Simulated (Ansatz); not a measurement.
```yaml
crystal:
  periodic: [false, false, false]
  atoms:
    - {symbol: Cl, position_ang: [-1.992614, -0.522328, 3.796711]}
    - {symbol: Sn, position_ang: [0.016415, -0.055369, -0.009271]}
    - {symbol: Cl, position_ang: [3.933531, -1.880793, 0.243489]}
    - {symbol: Cl, position_ang: [-2.280821, -2.090143, -3.062509]}
    - {symbol: Br, position_ang: [0.417785, 4.409363, -1.046466]}
basis:
  gaussian: {orbitals: def2-TZVPP, point_charges: [{charge: 0.50, position_ang: [6.838, -0.066, 0.571]}]}
hamiltonian: {xc: {name: wB97X-V}}
```

```sh
$ ansatz run in.yaml --threads 4 --pin off --events-out ev --progress --plain --max-ram 10444MiB
```

Output, abridged:

```
Functional definition: wB97X-V
1775 factors; their error is unknown
261 factors; integrals over basis functions are off by at most 1.0e-4 eV
mean field evaluation 1: about -113409.4775 eV, gradient 4.7e1 eV
mean field evaluation 2: about -113227.3499 eV, gradient 1.5e2 eV
mean field evaluation 4: about -113409.4186 eV, gradient 4.2e1 eV
mean field evaluation 8: about -113417.8685 eV, gradient 3.4e1 eV
mean field evaluation 16: about -113423.1210 eV, gradient 5.0e-1 eV
mean field evaluation 32: about -113423.5345 eV, gradient 2.2e-5 eV
mean field -113423.53446407 eV, -4168.2380103217 hartree, gradient 2.1e-6 eV, S^2 0.000000; 6 other end points of the search recorded, 0 dependent functions left out
reference -113423.53446121 eV, -4168.2380102167 hartree; 54, 54 occupied and 170, 170 virtual orbitals, 1775 factors
Total energy: -113423.53446121 eV, -4168.2380102167 hartree
```

**Question.** Something in this input is off. What?

**Answer.** The coordinates are in bohr but typed as ångström. The run converged. The result belongs to that input, not to the molecule as meant.
